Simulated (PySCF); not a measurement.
## Spectroscopy problems

Single conformer, averaged over atoms made equivalent by symmetry, fast rotation or ring inversion, relativity neglected, gas phase. Geometry from GFN2-xTB; GIAO PBE0/pcSseg-1 shieldings; PySCF 2.14.0 with density-fitted response routines.

Shifts are taken against calculated references (same method and geometry level): ¹H (σref 31.72) and ¹³C (σref 186.93) vs TMS. Where no couplings were computed, multiplicities follow the n + 1 count of equivalent neighbours, and m marks all less simple cases (inequivalent or close neighbours, rings, F or P nearby). Shifts are as computed. Against solution values, carbons near 30 ppm lie about +3 ppm off and those near 130 ppm about +5 ppm. Of 1211 compounds with measured shifts, 218 miss one by over three times the rms of a fit or turn the order of signals round; such compounds aren't used in these exercises.

Task: C₄H₅N₃O. ¹H NMR (400 MHz, computed): δ 10.27 (s, 1H), 8.04 (s, 1H), 4.22 (s, 3H). ¹³C{¹H} NMR (computed): δ 190.1 (CH), 163.0 (C), 147.9 (CH), 36.7 (CH3). Give a structure.

Result: `Cn1cnc(C=O)n1`. Rings plus π bonds: 4 (1 ring in the answer). 4 carbon signals for 4 carbons: no two carbons are equivalent. Carbon types of the structure: 1 × C, 2 × CH, 1 × CH3, which accounts for all hydrogens. δC 190.1: aldehyde carbonyl carbon; the double bond to the heteroatom, with no lone-pair donor beside it, deshields it most. δC 163.0: substituted aromatic carbon next to a ring nitrogen. δC 147.9: aromatic CH between two ring heteroatoms. δH 10.27: hydrogen on an aldehyde carbonyl carbon; the formyl region, downfield of aromatic protons.

The data come from this structure; uniqueness wasn't tested.

Task: C₇H₁₂OSi. ¹H NMR (600 MHz, computed): δ 6.38 (s, 1H), 4.10 (m, 2H), 2.39 (t, 2H), 1.85 (m, 2H), 1.59 (m, 2H), 1.21 (t, 3H). ¹³C{¹H} NMR (computed): δ 234.7 (C), 187.9 (C), 147.4 (CH), 46.8 (CH2), 28.7 (CH2), 17.7 (CH3), 16.1 (CH2). Give a structure.

Result: `CCCC1=CC(=O)[SiH2]C1`. Rings plus π bonds: 3 (1 ring in the answer). 7 carbon signals for 7 carbons: no two carbons are equivalent. Carbon types of the structure: 2 × C, 1 × CH, 3 × CH2, 1 × CH3, leaving 2 H on heteroatoms. δC 234.7: carbonyl carbon. δC 187.9: β carbon of a C=C–C=O unit; conjugation with the carbonyl draws π density from the β position. δC 147.4: α carbon of a C=C–C=O unit; the olefinic region. δH 2.39: hydrogen on an allylic sp3 CH2; allylic position.

The data come from this structure; uniqueness wasn't tested.
